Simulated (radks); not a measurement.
Results of a calculation; reference values are marked as such.
Neutral fluorine inside a hard spherical wall (all orbitals vanish at R), configuration held at [He] 2s2 2p5 and not refilled when levels cross. Level of theory: scalar-relativistic Kohn-Sham, PBE, spin-unpolarised, spherical densities, point nucleus (a radial shooting solver on a logarithmic mesh with Libxc functionals). Eigenvalues in eV, with the zero of energy where the potential of the charges vanishes at infinity; a dash marks a level that is unbound or too diffuse for the functional's potential to be trusted. A positive occupied level is held by the wall or, in an anion where self-interaction has pushed it up, behind a barrier. The pressure on the wall is -dE/dV.

| R (bohr) | E (hartree) | kinetic (hartree) | e(1s) | e(2s) | e(2p) | e(3s, empty) | e(3p, empty) | pressure (GPa) |
|---|---|---|---|---|---|---|---|---|
| free | -99.74438 | 99.662 | -663.37 | -29.900 | -11.112 | - | - | 0 |
| 15 | -99.74438 | 99.662 | -663.37 | -29.900 | -11.112 | - | - | < 0.0001 |
| 12 | -99.74438 | 99.662 | -663.37 | -29.900 | -11.112 | - | - | < 0.0001 |
| 7 | -99.74428 | 99.663 | -663.36 | -29.889 | -11.101 | 1.484 | 4.106 | 0.00822 |
| 6 | -99.74379 | 99.667 | -663.31 | -29.851 | -11.062 | 2.734 | 6.005 | 0.0699 |
| 5 | -99.74069 | 99.691 | -663.08 | -29.685 | -10.886 | 5.391 | 9.639 | 0.638 |
| 2.5 | -99.22596 | 102.025 | -650.32 | -21.459 | -1.511 | 55.271 | 61.580 | 434 |
| 2 | -98.08319 | 106.045 | -634.06 | -10.049 | 11.088 | 109.31 | 110.76 | 2360 |
